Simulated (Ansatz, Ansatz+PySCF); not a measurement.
```csv
atom,x (Å),y (Å),z (Å)
C,0.9349,0.0000,0.0000
C,-0.4675,0.8097,0.0000
C,-0.4675,-0.8097,0.0000
H,1.5792,0.0000,0.9898
H,1.5792,0.0000,-0.9898
H,-0.7896,1.3676,-0.9898
H,-0.7896,1.3676,0.9898
H,-0.7896,-1.3676,0.9898
H,-0.7896,-1.3676,-0.9898
```

Basis set: def2-SVP (spherical functions). Correlated methods keep 3 orbitals frozen. Charge 0, multiplicity 1.

Computed with Ansatz (development build ahead of 0.2.0); each method stands on the lowest determinant of its kind that the runs found. Restricted open shells among the atoms or ions are ROHF, correlated in semicanonical orbitals with singles.

The atomization energy at this shape (free ground-state atoms in the same class of orbitals less the molecule, no zero-point energy) of singlet C3H6:

```csv
method,atomization energy
RHF-CCSD(T),3336.3 kJ/mol
RHF-MP2,3347.3 kJ/mol
UHF-MP2,3345.0 kJ/mol
RHF,2632.8 kJ/mol
```

Question: What does UHF give?

Answer: 2600.7 kJ/mol. Caution: the shape is not the minimum.
